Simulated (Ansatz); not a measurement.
Consider the ligand exchange at the Si–Br bond: `N[Si](F)(F)Br` + H₂S → `N[Si](F)(F)S` + HBr.

Gas-phase electronic energies from Ansatz, PBE0-D4/def2-TZVP geometries. CCSD(T)/CBS is the MP2 limit (def2-TZVPP, def2-QZVPP) plus CCSD(T) − MP2 in def2-TZVPP, frozen cores. This one scheme is used for every species. DFT in def2-TZVPP. B3LYP here is the variant with VWN-RPA as its local correlation; programs differ in this. HSE06 is defined as in plane-wave codes. For Br outer-core shells are correlated without core-valence functions, which leaves a few kJ/mol of doubt a bond. Scalar relativity is left out up to krypton. Each species was taken in one conformer, which may not be the lowest.

| level | ΔE (kJ/mol) | difference from CCSD(T)/CBS |
| --- | --- | --- |
| B97M-V | 25.9 | -4.5 |
| B3LYP-D4 | 27.4 | -3.0 |
| HSE06-D4 | 26.5 | -3.9 |
| ωB97X-V | 28.4 | -2.0 |
| PBE | 24.4 | -6.0 |
| B3LYP | 28.2 | -2.2 |
| HSE06 | 26.9 | -3.5 |
| LC-ωPBE | 27.1 | -3.3 |
| HF/def2-QZVPP | 36.4 | 6.0 |
| MP2/def2-QZVPP | 31.4 | 1.0 |
| CCSD(T)/CBS | 30.4 | 0 |

Largest T1 diagnostic among the species: 0.011.

From BLYP to BHLYP (50 % exact exchange), in def2-TZVPP and without D4, ΔE moves by +4.5 kJ/mol. At CCSD(T), def2-SVP lies −5.0 kJ/mol from the extrapolated value and def2-TZVPP −2.4 kJ/mol.

CCSD(T)/CBS has its own doubt, a few kJ/mol and more with outer-core shells, so smaller differences from it don't rank the levels.
